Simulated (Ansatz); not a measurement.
Cost and result up the ladder for CuTe2 (3 atoms). Total charge 0; doublet. Geometry: PBE-D4/def2-TZVP.

```xyz
3

Cu    1.150    0.276    0.643
Te   -0.951    1.216   -0.231
Te   -0.199   -1.492   -0.412
```

Ansatz on 2 threads of Arm Neoverse V2 on a shared host. Times are rough, and most runs start from the orbitals of an earlier one. r2SCAN0-D4/def2-TZVP serves as the yardstick here, not as an exact answer. Differences are given only for rows in sets of like size (and for xTB, whose basis is part of the method), since another set adds its own error. Binding counts from free atoms at the same level (Cu doublet, Te triplet; other spins of the atoms weren't run), without zero-point energy or a counterpoise term.

In the def2 sets Te takes a core potential; there is no spin–orbit coupling. HSE06 is defined as in plane-wave codes, on full-range PBE exchange. Correlated methods freeze 17 core orbitals; core or outer-core shells of Te are correlated, in sets that lack core-valence functions. The rows differ in basis, and correlated rows in double-zeta sets carry the largest basis error. In CCSD on the charge 0 doublet the largest single amplitude is 0.23, so its Hartree–Fock determinant may place the open shell otherwise than the density functionals do. The structure comes from a short search, and lower isomers may exist.

Run but left out: HF/STO-3G (⟨S²⟩ 1.76, where a pure state has 0.75).

Correlated methods converge slowly with the basis, most of all in double-zeta sets.

```json
{"level": "BHLYP-D4/def2-TZVP", "functions": "145", "binding energy per atom (eV)": "1.49", "difference from r2SCAN0-D4/def2-TZVP (eV)": "-0.14"}
{"level": "RPA@PBE/def2-TZVP", "functions": "145", "binding energy per atom (eV)": "1.41", "difference from r2SCAN0-D4/def2-TZVP (eV)": "-0.22"}
{"level": "r2SCANh-D4/def2-TZVP", "functions": "145", "binding energy per atom (eV)": "1.71", "difference from r2SCAN0-D4/def2-TZVP (eV)": "0.09"}
{"level": "CCSD(T)/def2-SVP", "functions": "83", "binding energy per atom (eV)": "1.44", "difference from r2SCAN0-D4/def2-TZVP (eV)": "–"}
{"level": "BLYP-D4/def2-TZVP", "functions": "145", "binding energy per atom (eV)": "1.74", "difference from r2SCAN0-D4/def2-TZVP (eV)": "0.11"}
{"level": "r2SCAN-D4/def2-TZVP (with forces)", "functions": "145", "binding energy per atom (eV)": "1.78", "difference from r2SCAN0-D4/def2-TZVP (eV)": "0.15"}
{"level": "HSE06-D4/def2-TZVP", "functions": "145", "binding energy per atom (eV)": "1.71", "difference from r2SCAN0-D4/def2-TZVP (eV)": "0.08"}
{"level": "PBE-D4/def2-SVP", "functions": "83", "binding energy per atom (eV)": "1.99", "difference from r2SCAN0-D4/def2-TZVP (eV)": "–"}
{"level": "PBE-D4/def2-TZVPD", "functions": "166", "binding energy per atom (eV)": "1.89", "difference from r2SCAN0-D4/def2-TZVP (eV)": "0.26"}
{"level": "B97M-V/def2-TZVP", "functions": "145", "binding energy per atom (eV)": "1.70", "difference from r2SCAN0-D4/def2-TZVP (eV)": "0.07"}
{"level": "PBE0-D4/def2-TZVP (with forces)", "functions": "145", "binding energy per atom (eV)": "1.71", "difference from r2SCAN0-D4/def2-TZVP (eV)": "0.08"}
{"level": "r2SCAN0-D4/def2-TZVP", "functions": "145", "binding energy per atom (eV)": "1.63", "difference from r2SCAN0-D4/def2-TZVP (eV)": "0.00"}
{"level": "PBE0-D4/def2-TZVPD", "functions": "166", "binding energy per atom (eV)": "1.71", "difference from r2SCAN0-D4/def2-TZVP (eV)": "0.08"}
{"level": "PBE0-D4/def2-SVP", "functions": "83", "binding energy per atom (eV)": "1.78", "difference from r2SCAN0-D4/def2-TZVP (eV)": "–"}
```

Q: Estimate how long each takes.

A: PBE-D4/def2-SVP 3.2 s; PBE0-D4/def2-SVP 5 s; BLYP-D4/def2-TZVP 6.5 s; PBE-D4/def2-TZVPD 9 s; HSE06-D4/def2-TZVP 9 s; PBE0-D4/def2-TZVP (with forces) 12 s; RPA@PBE/def2-TZVP 12 s; PBE0-D4/def2-TZVPD 13 s; BHLYP-D4/def2-TZVP 13 s; CCSD(T)/def2-SVP 15 s; r2SCAN-D4/def2-TZVP (with forces) 16 s; r2SCANh-D4/def2-TZVP 18 s; r2SCAN0-D4/def2-TZVP 18 s; B97M-V/def2-TZVP 23 s. On shared hardware such times vary by a factor of up to 3.
